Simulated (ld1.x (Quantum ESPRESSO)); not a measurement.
**Before and after: PAW potential for Ni (Z = 28)**

nickel (Ni), PAW, made with ld1.x (Quantum ESPRESSO) 7.5 (PBE, scalar-relativistic). Core [Ne], reference 3s2 3p6 3d8 4s1.75 4p0.25. Waves: 3s (bound): rcut 1.00, rcutus 1.05 bohr; 4s (bound): rcut 1.00, rcutus 1.05 bohr; 3p (bound): rcut 1.10, rcutus 1.15 bohr; 4p (bound): rcut 1.10, rcutus 1.15 bohr; 3d (bound): rcut 1.45, rcutus 1.55 bohr; 3d channel at 0.35 Ry: rcut 1.45, rcutus 1.55 bohr; 4f channel at 0.05 Ry: rc 1.70 bohr. Local part: the f channel. Core correction: a·sin(br)/r model core, default radius (core density twice the valence density). Augmentation charge: PSQ, inside the norm-conserving radii.

All-electron outer shells of the reference configuration (PBE, scalar-relativistic, ld1.x):

```csv
shell,level (eV),outermost node (bohr),outermost maximum (bohr)
2s,-982.35,0.07,0.21
2p,-845.20,–,0.16
3s,-111.60,0.30,0.64
3p,-71.93,0.27,0.65
3d,-9.40,–,0.63
4s,-5.99,0.92,2.21
4p,-1.49,1.00,3.14
```

Change: waves 3p (bound): rcut 1.10, rcutus 1.76 bohr; 4p (bound): rcut 1.10, rcutus 1.76 bohr.

Cutoffs: the cutoffs (Ry, on a coarse ladder) from which the occupation-weighted sum of valence levels, in a spherical-Bessel basis at the reference potential, stays within 10 and 1 mRy of its value at 400 Ry; they do not see the model core or the augmentation charge, which bear on the density cutoff. Errors are all-electron minus pseudo energies relative to the spin-unpolarised reference configuration.

Question: What does the change do?

Answer: The potential gets softer (70 Ry and 120 Ry → 55 Ry and 100 Ry); of the 7 tests that both files solve, the error grows in 2 and shrinks in 1 by more than 15 % and 0.3 meV (median size 0.5 → 0.8 meV); neither file shows a bound ghost. A larger radius leaves more room for a smooth pseudo-wave, so fewer plane waves are needed.

| quantity | base | changed |
| --- | --- | --- |
| cutoff, loose | 70 Ry | 55 Ry |
| cutoff, tight | 120 Ry | 100 Ry |
| loose cutoff by channel (10 mRy a level) | s 45 Ry, p 55 Ry, d 35 Ry | s 45 Ry, p 25 Ry, d 35 Ry |
| bound ghosts | none | none |
| error for 3s2 3p6 3d8 4s2 4p0, meV [ΔE -1.11 eV] | +0.1 | +0.1 |
| error for 3s2 3p6 3d8 4s1 4p0, meV [ΔE 8.21 eV] | -0.5 | -0.8 |
| error for 3s2 3p6 3d8 4s0 4p0, meV [ΔE 25.56 eV] | -2.4 | -3.6 |
| error for 3s2 3p6 3d9 4s1 4p0, meV [ΔE -2.71 eV] | +83 | +66 |
| error for 3s2 3p6 3d8 4s1.5 4p0, meV [ΔE 2.60 eV] | -0.2 | -0.3 |
| error for 3s2 3p6 3d8 4s0 4p2, meV [ΔE 8.39 eV] | -1.0 | -0.9 |
| error for 3s2 3p6 3d8 4s1 4p1, meV [ΔE 3.48 eV] | -0.4 | -0.4 |
| lowest overlap eigenvalue by channel | s 0.40, p 0.22, d 0.99 | s 0.40, p 0.74, d 0.99 |
